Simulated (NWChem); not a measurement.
System: AuNH₄; SMILES [NH3]->[AuH]

Results from NWChem. All runs use the structure optimised with PBE0/def2-SVP. def2 effective core potentials on Au; no spin-orbit coupling. Static field.

**Question.** Order these by “isotropic polarisability (bohr³)”, lowest first: BHandHLYP/def2-SVPD; B3LYP/def2-SVPD; PBE/def2-SVPD.

**Answer.** BHandHLYP/def2-SVPD (48.0), B3LYP/def2-SVPD (49.9), PBE/def2-SVPD (51.3)
